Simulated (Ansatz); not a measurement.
The same substitution along the group B, Al, In.

Program: Ansatz. Geometries: PBE0-D4/def2-TZVP. ΔE: electronic, gas phase. CCSD(T)/CBS adds triple-zeta CCSD(T) − MP2 to the extrapolated MP2 energy (def2 sets, frozen cores). This one scheme is used for every species. Functionals use def2-TZVPP. def2 core potentials past Kr. For I, In outer-core shells are correlated without core-valence functions, which leaves a few kJ/mol of doubt a bond.

| reaction | CCSD(T)/CBS(def2) (kJ/mol) |
| --- | --- |
| `BC(C)F` + HI → `CC(F)I` + BH₃ | ? |
| `C[CH](F)[AlH2]` + HI → `CC(F)I` + `[AlH3]` | 8 |
| `C[CH](F)[InH2]` + HI → `CC(F)I` + `[InH3]` | 0 |

Question: Fill in the missing values. (Best estimate.)

Answer: Ansatz gave: `BC(C)F` + HI → `CC(F)I` + BH₃: +37.9 kJ/mol.

Largest T1 diagnostic: 0.014, for `[InH3]`.
